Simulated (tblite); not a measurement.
Compound: C₅H₁₀GeS₂Si.
Numbering: `[GeH3:1][S:2][SiH2:3][CH2:4][c:5]1[cH:6][cH:7][cH:8][s:9]1` (hydrogens: H10, H11, H12 on Ge1; H13, H14 on Si3; H15, H16 on C4; H17 on C6; H18 on C7; H19 on C8)

Computed with GFN2-xTB (tblite), gas phase: L-BFGS steps from a force-field or distance-geometry start until the largest atomic force falls under 0.01 eV/Å.

Step 60: E = -706.9613 eV
```
atom  x, y, z in Å  |  force x, y, z in eV/Å
Ge1     4.3464    0.1923   -0.4544   -0.019  -0.007   0.076
S2      2.6874    1.5331   -0.9348   -0.009   0.060  -0.005
Si3     1.0660    0.1280   -0.6887   -0.026  -0.059  -0.015
C4     -0.2602    0.9969    0.3677    0.023  -0.014  -0.023
C5     -1.5799    0.3513    0.1903    0.011  -0.018  -0.008
C6     -2.1358   -0.6611    0.9074   -0.009   0.033   0.042
C7     -3.4134   -1.0452    0.4376    0.028  -0.059  -0.050
C8     -3.7952   -0.3449   -0.6572   -0.044   0.061   0.034
S9     -2.6154    0.8239   -1.1177   -0.015  -0.031  -0.006
H10     4.3945   -0.9886   -1.3746   -0.002  -0.049  -0.046
H11     5.6140    0.9691   -0.5548    0.064   0.054  -0.023
H12     4.1817   -0.3184    0.9480    0.039  -0.042   0.022
H13     0.6238   -0.2135   -2.0381   -0.013   0.004   0.020
H14     1.5356   -1.0627    0.0288   -0.024  -0.002  -0.051
H15    -0.3232    2.0509    0.0959    0.024   0.009   0.006
H16     0.0390    0.9346    1.4162   -0.059   0.065   0.018
H17    -1.6517   -1.1091    1.7563   -0.013  -0.007   0.036
H18    -4.0144   -1.8134    0.8926    0.036   0.014  -0.014
H19    -4.7091   -0.4140   -1.2125    0.010  -0.012  -0.014
```

Step 61: E = -706.9623 eV
```
atom  x, y, z in Å  |  force x, y, z in eV/Å
Ge1     4.3385    0.1789   -0.4545    0.006   0.032   0.003
S2      2.6938    1.5499   -0.9200    0.011  -0.011   0.016
Si3     1.0634    0.1487   -0.6861    0.030  -0.019  -0.032
C4     -0.2621    1.0120    0.3719   -0.037  -0.011  -0.013
C5     -1.5774    0.3557    0.1941   -0.021  -0.026  -0.014
C6     -2.1302   -0.6571    0.9137   -0.039   0.002   0.016
C7     -3.4032   -1.0547    0.4357    0.044  -0.033  -0.042
C8     -3.7852   -0.3624   -0.6653   -0.029   0.052   0.069
S9     -2.6110    0.8148   -1.1229   -0.005  -0.054   0.024
H10     4.3568   -1.0042   -1.3808   -0.003   0.002   0.003
H11     5.6262    0.9315   -0.5645   -0.006   0.018  -0.020
H12     4.1743   -0.3255    0.9494    0.039  -0.056   0.032
H13     0.6270   -0.1801   -2.0393   -0.025  -0.003  -0.001
H14     1.5230   -1.0496    0.0232   -0.015  -0.016  -0.040
H15    -0.3358    2.0652    0.1004    0.035   0.012   0.002
H16     0.0380    0.9528    1.4199   -0.061   0.060   0.024
H17    -1.6455   -1.1011    1.7667   -0.050   0.024  -0.013
H18    -4.0030   -1.8248    0.8918    0.064   0.036  -0.027
H19    -4.6972   -0.4405   -1.2255    0.062  -0.009   0.015
```

Step 62: E = -706.9634 eV
```
atom  x, y, z in Å  |  force x, y, z in eV/Å
Ge1     4.3450    0.1862   -0.4525    0.006   0.021   0.006
S2      2.6904    1.5394   -0.9284   -0.008  -0.006   0.017
Si3     1.0631    0.1345   -0.6871    0.038   0.011  -0.022
C4     -0.2601    1.0034    0.3691   -0.041  -0.005   0.003
C5     -1.5780    0.3519    0.1931   -0.021  -0.019  -0.006
C6     -2.1344   -0.6589    0.9128   -0.021  -0.010   0.007
C7     -3.4088   -1.0506    0.4351    0.027  -0.024  -0.014
C8     -3.7925   -0.3510   -0.6602   -0.019   0.038   0.049
S9     -2.6133    0.8195   -1.1191   -0.001  -0.036   0.013
H10     4.3825   -0.9948   -1.3799   -0.006  -0.008   0.000
H11     5.6221    0.9551   -0.5602    0.008   0.024  -0.016
H12     4.1837   -0.3215    0.9508    0.037  -0.051   0.026
H13     0.6239   -0.1971   -2.0376   -0.030  -0.007  -0.020
H14     1.5252   -1.0604    0.0233   -0.006  -0.033  -0.028
H15    -0.3299    2.0561    0.0952    0.033   0.017  -0.008
H16     0.0372    0.9485    1.4183   -0.049   0.048   0.020
H17    -1.6502   -1.1082    1.7634   -0.047   0.029  -0.015
H18    -4.0108   -1.8181    0.8915    0.054   0.021  -0.023
H19    -4.7048   -0.4246   -1.2196    0.046  -0.010   0.011
```

**Question.** Estimate the geometry and energy of step 63. (The exact step hangs on the optimiser's Hessian estimate; all steps are aligned on step 62, rigid shifts and turns removed.)

**Answer.** E = -706.9647 eV, largest force 0.059 eV/Å
```
atom  x, y, z in Å  |  force x, y, z in eV/Å
Ge1     4.3529    0.1898   -0.4502    0.013   0.010  -0.001
S2      2.6909    1.5303   -0.9337   -0.026  -0.013   0.024
Si3     1.0619    0.1260   -0.6878    0.039   0.044  -0.006
C4     -0.2604    0.9986    0.3675   -0.043   0.012   0.020
C5     -1.5793    0.3483    0.1926   -0.016   0.003   0.003
C6     -2.1387   -0.6597    0.9139    0.006  -0.025  -0.022
C7     -3.4121   -1.0496    0.4337    0.000   0.008   0.016
C8     -3.7990   -0.3432   -0.6559    0.009   0.011   0.036
S9     -2.6157    0.8208   -1.1164    0.012  -0.004  -0.001
H10     4.4055   -0.9894   -1.3805   -0.012  -0.005   0.012
H11     5.6224    0.9711   -0.5600    0.008   0.023  -0.009
H12     4.1974   -0.3204    0.9539    0.033  -0.045   0.012
H13     0.6197   -0.2036   -2.0368   -0.034  -0.011  -0.038
H14     1.5205   -1.0695    0.0212    0.009  -0.048  -0.015
H15    -0.3281    2.0513    0.0915    0.027   0.008  -0.022
H16     0.0331    0.9510    1.4184   -0.035   0.025   0.010
H17    -1.6551   -1.1134    1.7624   -0.044   0.033  -0.012
H18    -4.0158   -1.8138    0.8908    0.031  -0.012  -0.010
H19    -4.7099   -0.4152   -1.2165    0.022  -0.013   0.005
```

The energy changes by -0.0014 eV. The first-order estimate −F·Δx gives -0.0020 eV and the mean of the old and new forces, exact on a quadratic surface, -0.0014 eV. The step makes an angle of 77° with the force vector and moves no atom by more than 0.024 Å.

What follows is the cost of the whole relaxation. Hardware: one thread of an Intel Xeon at 2.70 GHz, shared host with 64 logical CPUs at a one-minute load of 60. Cost: 3.9 s.
